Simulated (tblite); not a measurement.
Compound: C6H11BN2O.
Numbering: `[NH2:1][C:2](=[O:3])[C:4]#[C:5][C@@H:6]1[CH2:7][CH2:8][B@@H-:9]1[NH3+:10]` (hydrogens: H11, H12 on N1; H13 on C6; H14, H15 on C7; H16, H17 on C8; H18 on B9; H19, H20, H21 on N10)
Bond orders are those of one Lewis drawing.

Computed with GFN2-xTB (tblite), gas phase: L-BFGS steps from a force-field or distance-geometry start until the largest atomic force falls under 0.01 eV/Å.

Step 57: E = -803.3631 eV
```
atom  x, y, z in Å  |  force x, y, z in eV/Å
N1      3.9211    0.6612   -0.6517   -0.021  -0.070  -0.015
C2      2.7188    1.2849   -0.7886    0.001  -0.053   0.061
O3      2.5748    2.3529   -1.3512   -0.037  -0.007  -0.003
C4      1.6518    0.5490   -0.1671    0.024   0.023   0.021
C5      0.8449   -0.1295    0.4303    0.002  -0.034   0.007
C6     -0.2841   -0.7709    1.0114    0.032   0.012  -0.020
C7     -0.9582   -1.8168    0.0854    0.009  -0.001   0.018
C8     -2.3467   -1.1626    0.1622   -0.008   0.083   0.016
B9     -1.7038    0.0979    0.9749    0.013   0.023  -0.003
N10    -1.4740    1.3734   -0.0166   -0.006  -0.002   0.031
H11     4.7504    1.0545   -1.0620   -0.018   0.067  -0.038
H12     3.9668   -0.2608   -0.2548    0.049   0.029   0.021
H13    -0.0051   -1.1902    1.9788   -0.041  -0.021  -0.019
H14    -0.9077   -2.8367    0.4639    0.011  -0.019   0.013
H15    -0.5345   -1.8045   -0.9194    0.003   0.004  -0.018
H16    -2.7992   -0.9964   -0.8185    0.007   0.028   0.022
H17    -3.0460   -1.7694    0.7339   -0.009  -0.021  -0.006
H18    -2.1689    0.4835    1.9948    0.010  -0.013  -0.040
H19    -1.8383    2.2327    0.3790   -0.035   0.006  -0.005
H20    -0.4609    1.4671   -0.1569    0.038  -0.022  -0.032
H21    -1.9101    1.1978   -0.9163   -0.024  -0.009  -0.013
```

Step 58: E = -803.3644 eV
```
atom  x, y, z in Å  |  force x, y, z in eV/Å
N1      3.9187    0.6609   -0.6544    0.004  -0.103   0.002
C2      2.7156    1.2824   -0.7893    0.018  -0.090   0.082
O3      2.5708    2.3470   -1.3567   -0.058   0.049  -0.024
C4      1.6519    0.5481   -0.1620    0.024   0.035   0.005
C5      0.8461   -0.1288    0.4380   -0.021  -0.073   0.010
C6     -0.2842   -0.7719    1.0139    0.036   0.006  -0.002
C7     -0.9581   -1.8157    0.0859    0.031  -0.021   0.005
C8     -2.3445   -1.1584    0.1628   -0.014   0.030  -0.015
B9     -1.7019    0.0985    0.9762    0.006   0.037  -0.009
N10    -1.4730    1.3724   -0.0156    0.000   0.013   0.016
H11     4.7450    1.0633   -1.0623   -0.010   0.044  -0.038
H12     3.9701   -0.2612   -0.2559    0.048   0.079   0.004
H13    -0.0109   -1.1978    1.9795   -0.025  -0.004   0.000
H14    -0.9079   -2.8371    0.4612   -0.001  -0.009   0.031
H15    -0.5330   -1.8060   -0.9179    0.005   0.026  -0.037
H16    -2.7948   -0.9927   -0.8179   -0.006   0.048  -0.014
H17    -3.0457   -1.7665    0.7291   -0.029  -0.035   0.029
H18    -2.1695    0.4850    1.9927    0.002  -0.003  -0.001
H19    -1.8359    2.2334    0.3778   -0.041   0.003  -0.002
H20    -0.4608    1.4660   -0.1576    0.072  -0.020  -0.025
H21    -1.9069    1.1960   -0.9160   -0.041  -0.011  -0.017
```

Task: Estimate the geometry and energy of step 59. (The exact step hangs on the optimiser's Hessian estimate; all steps are aligned on step 58, rigid shifts and turns removed.)

Result: E = -803.3655 eV, largest force 0.116 eV/Å
```
atom  x, y, z in Å  |  force x, y, z in eV/Å
N1      3.9139    0.6622   -0.6574    0.018  -0.061  -0.016
C2      2.7083    1.2797   -0.7932    0.027  -0.031   0.040
O3      2.5586    2.3394   -1.3714   -0.039  -0.035   0.031
C4      1.6487    0.5482   -0.1574    0.013   0.030   0.005
C5      0.8458   -0.1301    0.4449   -0.007  -0.088   0.006
C6     -0.2842   -0.7746    1.0185    0.011   0.000   0.003
C7     -0.9571   -1.8177    0.0891    0.011  -0.031  -0.017
C8     -2.3427   -1.1536    0.1580   -0.019  -0.050  -0.049
B9     -1.7002    0.0982    0.9769   -0.007   0.043  -0.023
N10    -1.4667    1.3738   -0.0108    0.040   0.013  -0.024
H11     4.7364    1.0720   -1.0679   -0.032   0.007  -0.022
H12     3.9723   -0.2574   -0.2529    0.045   0.107  -0.007
H13    -0.0164   -1.2036    1.9836   -0.005   0.006   0.016
H14    -0.9113   -2.8395    0.4677   -0.013   0.032   0.022
H15    -0.5263   -1.8136   -0.9131   -0.008   0.031  -0.017
H16    -2.7846   -0.9840   -0.8273    0.012   0.042   0.022
H17    -3.0517   -1.7628    0.7161    0.002  -0.002   0.010
H18    -2.1741    0.4806    1.9907    0.003   0.011   0.025
H19    -1.8300    2.2352    0.3816   -0.036  -0.004  -0.007
H20    -0.4521    1.4651   -0.1491    0.018  -0.017  -0.016
H21    -1.8957    1.1992   -0.9150   -0.031  -0.003   0.020
```

The energy changes by -0.0011 eV. The first-order estimate −F·Δx gives -0.0018 eV and the mean of the old and new forces, exact on a quadratic surface, -0.0011 eV. The step makes an angle of 82° with the force vector and moves no atom by more than 0.021 Å.

What follows is the cost of the whole relaxation. Time: 1.6 s. Hardware: one thread of an Arm Neoverse N1, no GPU, shared host with 64 logical CPUs at a one-minute load of 53.
